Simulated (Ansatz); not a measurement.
Ansatz (a program for electronic structure) input (HF/3-21G): The .json file is the Basis Set Exchange's 3-21G.

Ansatz 0.2 input:
```yaml
crystal:
  periodic: [false, false, false]
  atoms:
    - {symbol: C, position_ang: [-1.50496532, 0.13260418, -0.03671966]}
    - {symbol: C, position_ang: [-0.14269741, -0.50220591, -0.10788738]}
    - {symbol: C, position_ang: [1.01368726, 0.26094566, -0.60731274]}
    - {symbol: O, position_ang: [0.84211073, 0.04101605, 0.83999786]}
    - {symbol: H, position_ang: [-2.06686753, -0.26644623, 0.79950623]}
    - {symbol: H, position_ang: [-2.06127280, -0.05654325, -0.94787944]}
    - {symbol: H, position_ang: [-1.40675157, 1.20167055, 0.10207443]}
    - {symbol: H, position_ang: [-0.11108113, -1.57080628, -0.19229448]}
    - {symbol: H, position_ang: [0.86931152, 1.27334238, -0.92705586]}
    - {symbol: H, position_ang: [1.84362846, -0.25740921, -1.04281506]}
basis:
  gaussian:
    orbitals: 3-21G.json
hamiltonian:
  xc: {name: HF}
phonons: {temperatures: {t_min: 298.15, t_max: 298.15, t_step: 100}}
```

Output:

```
Functional definition: HF
integrals: 0.01 GiB planned
632 factors; integrals over basis functions are off by at most 5.3e-4 eV
mean field: 0.09 GiB planned
mean field evaluation 1: about -5190.9246 eV, gradient 2.6e1 eV
mean field evaluation 2: about -5190.9161 eV, gradient 2.6e1 eV
mean field evaluation 4: about -5192.6589 eV, gradient 3.0e0 eV
mean field evaluation 8: about -5192.6867 eV, gradient 8.0e-3 eV
mean field -5192.68669251 eV, -190.8277162203 hartree, gradient 1.2e-5 eV, S^2 0.000000; 0 other end points of the search recorded, 0 dependent functions left out
the calculation of the forces begins
reference -5192.68669251 eV, -190.8277162203 hartree; 16, 16 occupied and 32, 32 virtual orbitals, 632 factors
these checks for a lower state are left out or cut short: stability, starts, cluster_reference, orbital_swaps, neighbouring_geometries, increment
integrals: 0.01 GiB planned
632 factors; integrals over basis functions are off by at most 5.3e-4 eV
mean field: 0.09 GiB planned
mean field evaluation 16: about -5192.6865 eV, gradient 1.3e-6 eV
mean field -5192.68652229 eV, -190.8277099649 hartree, gradient 1.3e-6 eV, S^2 0.000000; 0 other end points of the search recorded, 0 dependent functions left out
the calculation of the forces begins
reference -5192.68652229 eV, -190.8277099649 hartree; 16, 16 occupied and 32, 32 virtual orbitals, 632 factors
these checks for a lower state are left out or cut short: stability, starts, cluster_reference, orbital_swaps, neighbouring_geometries, increment
integrals: 0.01 GiB planned
632 factors; integrals over basis functions are off by at most 5.3e-4 eV
mean field: 0.09 GiB planned
mean field -5192.68652844 eV, -190.8277101910 hartree, gradient 1.3e-6 eV, S^2 0.000000; 0 other end points of the search recorded, 0 dependent functions left out
the calculation of the forces begins
reference -5192.68652844 eV, -190.8277101910 hartree; 16, 16 occupied and 32, 32 virtual orbitals, 632 factors
these checks for a lower state are left out or cut short: stability, starts, cluster_reference, orbital_swaps, neighbouring_geometries, increment
integrals: 0.01 GiB planned
632 factors; integrals over basis functions are off by at most 5.3e-4 eV
mean field: 0.09 GiB planned
mean field -5192.68650008 eV, -190.8277091486 hartree, gradient 1.4e-6 eV, S^2 0.000000; 0 other end points of the search recorded, 0 dependent functions left out
the calculation of the forces begins
reference -5192.68650008 eV, -190.8277091486 hartree; 16, 16 occupied and 32, 32 virtual orbitals, 632 factors
these checks for a lower state are left out or cut short: stability, starts, cluster_reference, orbital_swaps, neighbouring_geometries, increment
integrals: 0.01 GiB planned
632 factors; integrals over basis functions are off by at most 5.3e-4 eV
mean field: 0.09 GiB planned
mean field evaluation 32: about -5192.6973 eV, gradient 1.9e-1 eV
mean field -5192.68649967 eV, -190.8277091334 hartree, gradient 1.3e-6 eV, S^2 0.000000; 0 other end points of the search recorded, 0 dependent functions left out
the calculation of the forces begins
reference -5192.68649967 eV, -190.8277091334 hartree; 16, 16 occupied and 32, 32 virtual orbitals, 632 factors
these checks for a lower state are left out or cut short: stability, starts, cluster_reference, orbital_swaps, neighbouring_geometries, increment
integrals: 0.01 GiB planned
632 factors; integrals over basis functions are off by at most 5.3e-4 eV
mean field: 0.09 GiB planned
mean field -5192.68650136 eV, -190.8277091957 hartree, gradient 1.3e-6 eV, S^2 0.000000; 0 other end points of the search recorded, 0 dependent functions left out
the calculation of the forces begins
reference -5192.68650136 eV, -190.8277091957 hartree; 16, 16 occupied and 32, 32 virtual orbitals, 632 factors
these checks for a lower state are left out or cut short: stability, starts, cluster_reference, orbital_swaps, neighbouring_geometries, increment
integrals: 0.01 GiB planned
632 factors; integrals over basis functions are off by at most 5.3e-4 eV
mean field: 0.09 GiB planned
mean field -5192.68649822 eV, -190.8277090804 hartree, gradient 1.3e-6 eV, S^2 0.000000; 0 other end points of the search recorded, 0 dependent functions left out
the calculation of the forces begins
reference -5192.68649822 eV, -190.8277090804 hartree; 16, 16 occupied and 32, 32 virtual orbitals, 632 factors
these checks for a lower state are left out or cut short: stability, starts, cluster_reference, orbital_swaps, neighbouring_geometries, increment
integrals: 0.01 GiB planned
632 factors; integrals over basis functions are off by at most 5.3e-4 eV
mean field: 0.09 GiB planned
mean field -5192.68649769 eV, -190.8277090608 hartree, gradient 1.3e-6 eV, S^2 0.000000; 0 other end points of the search recorded, 0 dependent functions left out
[...]
these checks for a lower state are left out or cut short: stability, starts, cluster_reference, orbital_swaps, neighbouring_geometries, increment
integrals: 0.01 GiB planned
632 factors; integrals over basis functions are off by at most 5.3e-4 eV
mean field: 0.09 GiB planned
mean field evaluation 352: about -5192.6867 eV, gradient 1.3e-6 eV
mean field -5192.68667364 eV, -190.8277155268 hartree, gradient 1.3e-6 eV, S^2 0.000000; 0 other end points of the search recorded, 0 dependent functions left out
the calculation of the forces begins
reference -5192.68667364 eV, -190.8277155268 hartree; 16, 16 occupied and 32, 32 virtual orbitals, 632 factors
these checks for a lower state are left out or cut short: stability, starts, cluster_reference, orbital_swaps, neighbouring_geometries, increment
integrals: 0.01 GiB planned
632 factors; integrals over basis functions are off by at most 5.3e-4 eV
mean field: 0.09 GiB planned
mean field -5192.68667185 eV, -190.8277154609 hartree, gradient 1.3e-6 eV, S^2 0.000000; 0 other end points of the search recorded, 0 dependent functions left out
the calculation of the forces begins
reference -5192.68667185 eV, -190.8277154609 hartree; 16, 16 occupied and 32, 32 virtual orbitals, 632 factors
these checks for a lower state are left out or cut short: stability, starts, cluster_reference, orbital_swaps, neighbouring_geometries, increment
integrals: 0.01 GiB planned
632 factors; integrals over basis functions are off by at most 5.3e-4 eV
mean field: 0.09 GiB planned
mean field -5192.68658391 eV, -190.8277122294 hartree, gradient 1.3e-6 eV, S^2 0.000000; 0 other end points of the search recorded, 0 dependent functions left out
the calculation of the forces begins
reference -5192.68658391 eV, -190.8277122294 hartree; 16, 16 occupied and 32, 32 virtual orbitals, 632 factors
these checks for a lower state are left out or cut short: stability, starts, cluster_reference, orbital_swaps, neighbouring_geometries, increment
integrals: 0.01 GiB planned
632 factors; integrals over basis functions are off by at most 5.3e-4 eV
mean field: 0.09 GiB planned
mean field -5192.68658112 eV, -190.8277121266 hartree, gradient 1.3e-6 eV, S^2 0.000000; 0 other end points of the search recorded, 0 dependent functions left out
the calculation of the forces begins
reference -5192.68658112 eV, -190.8277121266 hartree; 16, 16 occupied and 32, 32 virtual orbitals, 632 factors
these checks for a lower state are left out or cut short: stability, starts, cluster_reference, orbital_swaps, neighbouring_geometries, increment
integrals: 0.01 GiB planned
632 factors; integrals over basis functions are off by at most 5.3e-4 eV
mean field: 0.09 GiB planned
mean field -5192.68666401 eV, -190.8277151730 hartree, gradient 1.3e-6 eV, S^2 0.000000; 0 other end points of the search recorded, 0 dependent functions left out
the calculation of the forces begins
reference -5192.68666401 eV, -190.8277151730 hartree; 16, 16 occupied and 32, 32 virtual orbitals, 632 factors
these checks for a lower state are left out or cut short: stability, starts, cluster_reference, orbital_swaps, neighbouring_geometries, increment
integrals: 0.01 GiB planned
632 factors; integrals over basis functions are off by at most 5.3e-4 eV
mean field: 0.09 GiB planned
mean field evaluation 384: about -5192.6867 eV, gradient 5.9e-2 eV
mean field -5192.68666837 eV, -190.8277153330 hartree, gradient 1.3e-6 eV, S^2 0.000000; 0 other end points of the search recorded, 0 dependent functions left out
the calculation of the forces begins
reference -5192.68666837 eV, -190.8277153330 hartree; 16, 16 occupied and 32, 32 virtual orbitals, 632 factors
these checks for a lower state are left out or cut short: stability, starts, cluster_reference, orbital_swaps, neighbouring_geometries, increment
integrals: 0.01 GiB planned
632 factors; integrals over basis functions are off by at most 5.3e-4 eV
mean field: 0.09 GiB planned
mean field -5192.68661631 eV, -190.8277134200 hartree, gradient 1.3e-6 eV, S^2 0.000000; 0 other end points of the search recorded, 0 dependent functions left out
the calculation of the forces begins
reference -5192.68661631 eV, -190.8277134200 hartree; 16, 16 occupied and 32, 32 virtual orbitals, 632 factors
these checks for a lower state are left out or cut short: stability, starts, cluster_reference, orbital_swaps, neighbouring_geometries, increment
integrals: 0.01 GiB planned
632 factors; integrals over basis functions are off by at most 5.3e-4 eV
mean field: 0.09 GiB planned
mean field -5192.68661135 eV, -190.8277132377 hartree, gradient 1.3e-6 eV, S^2 0.000000; 0 other end points of the search recorded, 0 dependent functions left out
the calculation of the forces begins
reference -5192.68661135 eV, -190.8277132377 hartree; 16, 16 occupied and 32, 32 virtual orbitals, 632 factors
these checks for a lower state are left out or cut short: stability, starts, cluster_reference, orbital_swaps, neighbouring_geometries, increment
integrals: 0.01 GiB planned
632 factors; integrals over basis functions are off by at most 5.3e-4 eV
mean field: 0.09 GiB planned
mean field -5192.68665089 eV, -190.8277146909 hartree, gradient 1.3e-6 eV, S^2 0.000000; 0 other end points of the search recorded, 0 dependent functions left out
the calculation of the forces begins
reference -5192.68665089 eV, -190.8277146909 hartree; 16, 16 occupied and 32, 32 virtual orbitals, 632 factors
these checks for a lower state are left out or cut short: stability, starts, cluster_reference, orbital_swaps, neighbouring_geometries, increment
integrals: 0.01 GiB planned
632 factors; integrals over basis functions are off by at most 5.3e-4 eV
mean field: 0.09 GiB planned
mean field evaluation 416: about -5192.6866 eV, gradient 1.3e-6 eV
mean field -5192.68664704 eV, -190.8277145492 hartree, gradient 1.3e-6 eV, S^2 0.000000; 0 other end points of the search recorded, 0 dependent functions left out
the calculation of the forces begins
reference -5192.68664704 eV, -190.8277145492 hartree; 16, 16 occupied and 32, 32 virtual orbitals, 632 factors
these checks for a lower state are left out or cut short: stability, starts, cluster_reference, orbital_swaps, neighbouring_geometries, increment
integrals: 0.01 GiB planned
632 factors; integrals over basis functions are off by at most 5.3e-4 eV
mean field: 0.09 GiB planned
mean field -5192.68665963 eV, -190.8277150121 hartree, gradient 1.3e-6 eV, S^2 0.000000; 0 other end points of the search recorded, 0 dependent functions left out
the calculation of the forces begins
reference -5192.68665963 eV, -190.8277150121 hartree; 16, 16 occupied and 32, 32 virtual orbitals, 632 factors
these checks for a lower state are left out or cut short: stability, starts, cluster_reference, orbital_swaps, neighbouring_geometries, increment
integrals: 0.01 GiB planned
632 factors; integrals over basis functions are off by at most 5.3e-4 eV
mean field: 0.09 GiB planned
mean field -5192.68665786 eV, -190.8277149471 hartree, gradient 1.3e-6 eV, S^2 0.000000; 0 other end points of the search recorded, 0 dependent functions left out
the calculation of the forces begins
reference -5192.68665786 eV, -190.8277149471 hartree; 16, 16 occupied and 32, 32 virtual orbitals, 632 factors
Total energy: -5192.68669251 eV, -190.8277162203 hartree
Atom 0 at    -1.504965     0.132604    -0.036720 Å, force    -0.001118     0.000337     0.000582 eV/Å
Atom 1 at    -0.142697    -0.502206    -0.107887 Å, force    -0.001330    -0.001773     0.000832 eV/Å
Atom 2 at     1.013687     0.260946    -0.607313 Å, force    -0.001201    -0.000654     0.001383 eV/Å
Atom 3 at     0.842111     0.041016     0.839998 Å, force     0.002554     0.001353    -0.000028 eV/Å
Atom 4 at    -2.066868    -0.266446     0.799506 Å, force    -0.000186    -0.000103    -0.000542 eV/Å
Atom 5 at    -2.061273    -0.056543    -0.947879 Å, force     0.000002     0.000542     0.000437 eV/Å
Atom 6 at    -1.406752     1.201671     0.102074 Å, force     0.000501    -0.000602    -0.000834 eV/Å
Atom 7 at    -0.111081    -1.570806    -0.192294 Å, force    -0.000472    -0.000238    -0.001293 eV/Å
Atom 8 at     0.869312     1.273342    -0.927056 Å, force     0.000346     0.000365    -0.000883 eV/Å
Atom 9 at     1.843628    -0.257409    -1.042815 Å, force     0.000906     0.000772     0.000346 eV/Å
Dipole moment:    -0.229878    -0.066131    -0.519855 e Å
Vibrations: 199.89 385.76 429.09 817.55 870.48 988.01 1043.28 1121.79 1209.60 1257.98 1272.21 1300.08 1342.63 1540.82 1582.07 1654.11 1666.31 1672.94 3205.39 3260.85 3276.23 3315.02 3346.28 3409.16 cm⁻¹, zero-point energy 2.490070 eV
```

The blocks after the first are displaced geometries, from whose forces the wavenumbers follow.
